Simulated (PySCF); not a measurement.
Cl2HSi(SH), Cl2H2SSi.
SMILES: `S[SiH](Cl)Cl`

Torsions of this conformer, `[SH:1][SiH:2]([Cl:3])[Cl:4]`: H–S1–Si2–Cl3 180°.

The closed-shell ground state was solved at several levels (PySCF, density fitting, gas phase, non-relativistic). Geometry: PBE0-D3(BJ)/def2-SVP, one conformer, isolated molecule.

```
             level  basis functions  HOMO (eV)  LUMO (eV)  gap (eV)  dipole (D)
 wB97X-D/def2-SVPD              121     -10.02       1.30     11.32        1.68
BHandHLYP/pcSseg-2              200      -9.27       0.51      9.78        1.84
PBE0/6-311+G(2d,p)              152      -8.10      -0.47      7.63        1.63
      PBE/pcSseg-2              200      -6.93      -1.35      5.58        1.67
     OPBE/pcSseg-2              200      -6.96      -1.24      5.72        1.70
       HF/pcSseg-2              200     -11.04       2.63     13.67        1.94
```

Q: What might B97-D/pcSseg-2 (200 basis functions) give for the same quantities?

A: HOMO -6.89 eV, LUMO -1.25 eV, gap 5.64 eV, dipole 1.69 D.

Q: Over all these levels, which gives the widest orbital gap and which the narrowest?

A: HF/pcSseg-2 (Hartree–Fock, all exact exchange) has the widest, 13.67 eV, and PBE/pcSseg-2 (GGA) the narrowest, 5.58 eV. The two share the basis. From the narrowest to the widest the HOMO moves by -4.11 eV and the LUMO by +3.98 eV. The HOMO need not be the same orbital at Hartree–Fock and at DFT levels.

Q: In the pcSseg-2 basis, how does the gap go with the fixed share of exact exchange?

A: PBE (0 %) 5.58 eV; B97-D (0 %) 5.64 eV; OPBE (0 %) 5.72 eV; BHandHLYP (50 %) 9.78 eV; HF (100 %) 13.67 eV. Each rise in the share widens the gap here.

Q: How far do the dipole and the HOMO energy spread over the levels?

A: The dipole runs from 1.63 to 1.94 D (mean 1.74 D) and the HOMO from -11.04 to -6.89 eV.
